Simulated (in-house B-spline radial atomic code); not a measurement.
Configurations of Fe⁴⁺, with energies counted from [Ar] 3d4. Level of theory: scalar-relativistic (X2C) PBE, spin-polarised, spherical fractional occupations, Fermi nucleus of rms radius 3.7377 fm; calculated with a B-spline radial code for spherical atoms. Shells without spins written out take the highest spin.

Occupations are held fixed; configurations that lie above the ionisation limit could autoionise.

| configuration | E - E(ref) (eV) | highest orbital | its <r> (bohr) |
| --- | --- | --- | --- |
| [Ar] 3d3 4d1 | 44.641 | 4d up | 2.719 |
| [Ne] 3s2 3p(2 up, 3 down) 3d(1 up, 4 down) | 54.405 | 3d up | 0.9336 |
| [Ne] 3s2 3p5 3d4 4s1 | 72.287 | 4s up | 1.994 |
| [Ne] 3s2 3p(2 up, 3 down) 3d(0 up, 4 down) 4p(1 up, 0 down) | 82.551 | 4p up | 2.265 |
| [Ne] 3s2 3p5 3d4 4d1 | 93.865 | 4d up | 2.701 |
| [Ne] 3s2 3p5 3d4 4f1 | 103.29 | 4f up | 3.324 |

Question: Order these further configurations by energy, lowest first.
A. [Ar] 3d3 4s1
B. [Ar] 3d3 4p1
C. [Ne] 3s2 3p(2 up, 3 down) 3d(1 up, 3 down) 4d(1 up, 0 down)
D. [Ar] 3d(2 up, 2 down)
E. [Ar] 3d(3 up, 0 down) 4f(1 up, 0 down)

Answer: D (4.995 eV), A (23.258 eV), B (32.024 eV), E (53.968 eV), C (100.2 eV).

Question: How far above the reference does [Ne] 3s2 3p5 3d4 4p1 lie?

Answer: 81.123 eV; its least bound orbital is 4p up with <r> = 2.201 bohr.

Question: How far above the reference does [Ne] 3s2 3p5 3d5 lie?

Answer: 47.974 eV; its least bound orbital is 3d up with <r> = 0.9059 bohr.
